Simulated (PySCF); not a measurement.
## Working out the ionisation energy of As

As [Ar] 3d10 4s2 4p3 (4S) → As⁺ [Ar] 3d10 4s2 4p2 (3P). All numbers are calculated (PySCF 2.14, no relativity, point nucleus, in pcseg-2). Frozen: [Ar] 3d10. Energies in hartree (1 hartree = 27.21139 eV):

| part | As (lower) | As⁺ (upper) |
| --- | --- | --- |
| UHF | -2234.209436 | -2233.862054 |
| CCSD correlation | -0.085263 | -0.069167 |
| (T) | -0.002784 | -0.001642 |

Q: What does Hartree-Fock give?

A: (-2233.862054) − (-2234.209436) = 0.347382 hartree = 9.453 eV.

Q: What do CCSD and CCSD(T) give?

A: The CCSD correlation energies differ by 0.016096 hartree = 0.438 eV and the triples by 0.001142 hartree = 0.031 eV, so CCSD gives 9.891 eV and CCSD(T) 9.922 eV.

Measured between the centres of the two terms (NIST): 10.008 eV, so CCSD(T) (valence) is off by -0.086 eV.

The calculation is non-relativistic.

What remains against the reference includes basis incompleteness, the frozen core and higher excitations.
